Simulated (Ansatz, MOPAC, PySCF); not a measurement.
Isomers of C3H5N: 1 is C(#N)CC, 2 is C(C)[N+]#[C-]; one conformer of each (the lowest of an xTB search), B3LYP-D3(BJ)/def2-TZVP minima.
Isomer 1 (charge 0, multiplicity 1, Z-matrix in Å and degrees):
```
C
H 1 1.0925
H 1 1.0925 2 106.81
C 1 1.4594 2 108.09 3 116.10
N 4 1.1499 2 150.56 1 -178.16
C 1 1.5338 2 110.59 3 -120.39
H 6 1.0896 1 110.87 2 -60.84
H 6 1.0896 7 108.22 1 121.78
H 6 1.0899 7 108.52 8 117.58
```
Isomer 2 (charge 0, multiplicity 1, Z-matrix in Å and degrees):
```
C
H 1 1.0916
H 1 1.0916 2 107.51
N 1 1.4250 2 107.93 3 116.19
C 4 1.1648 2 150.25 1 -177.41
C 1 1.5245 2 110.81 3 -121.22
H 6 1.0897 1 110.67 2 179.48
H 6 1.0897 7 108.47 1 -121.59
H 6 1.0905 7 108.68 8 -117.99
```

No zero-point or thermal terms.

Correlated levels freeze the cores. Rows in 6-31G* carry no dispersion term and start afresh at each structure (6-31G* with six Cartesian d functions). The state that PM3, PM7 reach isn't checked; PM7 holds dispersion and hydrogen-bond terms.

Codes used: Ansatz (a first-principles code); MOPAC for PM3, PM7 (differences of heats of formation); PySCF for 6-31G* rows, M06-2X, the dispersion terms. 

| level | electronic energy of isomer 2 less that of isomer 1 (eV) |
|---|---|
| PM3 | 1.326 |
| PM7 | 0.826 |
| BLYP-D4/def2-TZVPP | 0.941 |
| BP86/6-31G* | 0.994 |
| revPBE/def2-TZVPP | 0.996 |
| B3LYP/def2-TZVPP | 0.934 |
| M06-2X/def2-TZVPP | … |
| CCSD(T)/cc-pVDZ | 0.968 |
| CCSD(T)/cc-pVTZ | 0.962 |

Q: What belongs in the gaps?

A: 
- M06-2X/def2-TZVPP, electronic energy of isomer 2 less that of isomer 1 (eV): 0.870
